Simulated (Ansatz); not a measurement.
Ansatz (a program for electronic structure) input (CCSD(T)/def2-SVPD):

Ansatz 0.2 input:
```yaml
crystal:
  periodic: [false, false, false]
  atoms:
    - {symbol: W, position_ang: [-0.00000000, -0.00000000, -0.19895069]}
    - {symbol: F, position_ang: [0.00000000, 0.00000000, 1.63581682]}
basis:
  gaussian:
    orbitals: def2-SVPD
total_charge: 1
magnetization: {spin_polarized: true, initial_magnetization: 4}
correlation: {method: ccsd_t, electrons: outside_noble_gas}
```

Output:

```
Functional definition: HF
integrals: 0.04 GiB planned
541 factors; integrals over basis functions are off by at most 6.0e-4 eV
mean field: 0.12 GiB planned
mean field evaluation 1: about -4494.0482 eV, gradient 4.6e1 eV
mean field evaluation 2: about -4494.1745 eV, gradient 4.6e1 eV
mean field evaluation 4: about -4502.0349 eV, gradient 4.2e0 eV
mean field evaluation 8: about -4502.2980 eV, gradient 4.3e-1 eV
mean field evaluation 16: about -4502.3023 eV, gradient 1.5e-6 eV
mean field evaluation 32: about -4502.9479 eV, gradient 1.7e-3 eV
mean field evaluation 64: about -4502.2977 eV, gradient 6.1e-1 eV
mean field evaluation 96: about -4502.9356 eV, gradient 8.5e-1 eV
mean field evaluation 128: about -4501.0804 eV, gradient 1.2e-6 eV
mean field evaluation 160: about -4502.4227 eV, gradient 6.4e-6 eV
mean field evaluation 192: about -4502.9338 eV, gradient 3.0e-1 eV
mean field evaluation 224: about -4502.5142 eV, gradient 4.4e0 eV
mean field evaluation 256: about -4502.4211 eV, gradient 1.7e-1 eV
mean field evaluation 288: about -4499.9922 eV, gradient 8.2e0 eV
mean field evaluation 320: about -4502.4227 eV, gradient 2.2e-4 eV
mean field evaluation 352: about -4502.9479 eV, gradient 3.2e-3 eV
mean field evaluation 384: about -4502.3022 eV, gradient 4.5e-2 eV
mean field evaluation 416: about -4502.4227 eV, gradient 6.5e-2 eV
mean field evaluation 448: about -4499.9423 eV, gradient 1.0e-1 eV
mean field evaluation 480: about -4500.3046 eV, gradient 3.9e-3 eV
mean field evaluation 512: about -4500.3046 eV, gradient 7.2e-4 eV
mean field evaluation 544: about -4499.7515 eV, gradient 1.7e-3 eV
mean field evaluation 576: about -4497.6665 eV, gradient 7.3e0 eV
mean field evaluation 608: about -4495.2693 eV, gradient 1.8e1 eV
mean field evaluation 640: about -4497.2052 eV, gradient 4.0e1 eV
mean field evaluation 672: about -4496.3795 eV, gradient 5.8e0 eV
mean field evaluation 704: about -4502.9479 eV, gradient 1.5e-3 eV
mean field evaluation 736: about -4496.4340 eV, gradient 2.3e-2 eV
mean field evaluation 768: about -4496.3788 eV, gradient 2.0e-1 eV
mean field evaluation 800: about -4496.3667 eV, gradient 6.5e-1 eV
mean field evaluation 832: about -4496.2371 eV, gradient 2.2e0 eV
mean field evaluation 864: about -4496.3208 eV, gradient 5.9e-2 eV
mean field evaluation 896: about -4496.3215 eV, gradient 9.6e-4 eV
mean field evaluation 928: about -4496.4362 eV, gradient 1.6e-3 eV
mean field evaluation 960: about -4495.6479 eV, gradient 5.4e-3 eV
mean field evaluation 992: about -4495.6476 eV, gradient 1.3e-1 eV
mean field evaluation 1024: about -4495.6446 eV, gradient 9.3e-3 eV
mean field evaluation 1056: about -4502.9477 eV, gradient 6.4e-2 eV
mean field evaluation 1088: about -4502.3023 eV, gradient 8.2e-4 eV
mean field evaluation 1120: about -4496.4340 eV, gradient 1.6e-3 eV
mean field evaluation 1152: about -4499.9426 eV, gradient 4.9e-4 eV
mean field evaluation 1184: about -4495.3845 eV, gradient 1.6e1 eV
mean field evaluation 1216: about -4496.3681 eV, gradient 3.7e-1 eV
mean field evaluation 1248: about -4499.9919 eV, gradient 6.4e-1 eV
mean field evaluation 1280: about -4499.3325 eV, gradient 1.0e0 eV
mean field evaluation 1312: about -4502.9478 eV, gradient 4.5e-2 eV
mean field evaluation 1344: about -4501.0803 eV, gradient 6.5e-2 eV
mean field evaluation 1376: about -4499.7385 eV, gradient 1.7e0 eV
mean field evaluation 1408: about -4496.2813 eV, gradient 2.9e0 eV
mean field evaluation 1440: about -4496.3797 eV, gradient 1.9e-2 eV
mean field evaluation 1472: about -4502.9479 eV, gradient 3.2e-2 eV
mean field evaluation 1504: about -4502.3023 eV, gradient 3.2e-3 eV
mean field evaluation 1536: about -4500.3101 eV, gradient 5.4e0 eV
mean field evaluation 1568: about -4496.6484 eV, gradient 7.9e-3 eV
mean field evaluation 1600: about -4496.1968 eV, gradient 1.3e-2 eV
mean field evaluation 1632: about -4496.2755 eV, gradient 5.2e-1 eV
mean field evaluation 1664: about -4500.1001 eV, gradient 6.8e-1 eV
mean field -4502.94791739 eV, -165.4802837564 hartree, gradient 7.0e-7 eV, S^2 6.012324; 23 other end points of the search recorded, 0 dependent functions left out
determinant -4502.94791739 eV, -165.4802837564 hartree, with singles and doubles -4510.17607692 eV, -165.7459137198 hartree
determinant -4502.42268264 eV, -165.4609817352 hartree, with singles and doubles -4509.43791747 eV, -165.7187868603 hartree
determinant -4502.30229177 eV, -165.4565574524 hartree, with singles and doubles -4509.39927639 eV, -165.7173668266 hartree
determinant -4501.08039972 eV, -165.4116537477 hartree, with singles and doubles -4508.26140404 eV, -165.6755507892 hartree
determinant -4500.30464595 eV, -165.3831453228 hartree, with singles and doubles -4507.35294704 eV, -165.6421656103 hartree
determinant -4499.94264187 eV, -165.3698419181 hartree, with singles and doubles -4507.07237541 eV, -165.6318547930 hartree
determinant -4499.75153273 eV, -165.3628187868 hartree, with singles and doubles -4506.90022238 eV, -165.6255282859 hartree
5 core orbitals not correlated
reference -4502.94791739 eV, -165.4802837564 hartree; 8, 4 occupied and 45, 49 virtual orbitals, 541 factors
second order -7.14834046 eV of doubles, -0.00000000 eV of singles
coupled cluster: 0.15 GiB planned
cycle   1  -7.21686142 eV  change   -1.8e-1 eV  update   2.8e-2
cycle   2  -7.24910981 eV  change   -3.2e-2 eV  update   8.4e-3
cycle   3  -7.24687972 eV  change    2.2e-3 eV  update   5.4e-3
cycle   4  -7.25055080 eV  change   -3.7e-3 eV  update   1.9e-3
cycle   5  -7.25079802 eV  change   -2.5e-4 eV  update   1.0e-3
cycle   6  -7.25136081 eV  change   -5.6e-4 eV  update   5.9e-4
cycle   7  -7.25148710 eV  change   -1.3e-4 eV  update   3.5e-4
cycle   8  -7.25164993 eV  change   -1.6e-4 eV  update   1.7e-4
cycle   9  -7.25164516 eV  change    4.8e-6 eV  update   7.8e-5
cycle  10  -7.25165789 eV  change   -1.3e-5 eV  update   3.4e-5
cycle  11  -7.25165213 eV  change    5.8e-6 eV  update   1.4e-5
perturbative correction -0.24272497 eV, -0.0089199782 hartree
Total energy: -4510.44229449 eV, -165.7556970349 hartree
```

This state (charge 1, quintet) is run at the relaxed geometry of the species with charge 0 and multiplicity 4.
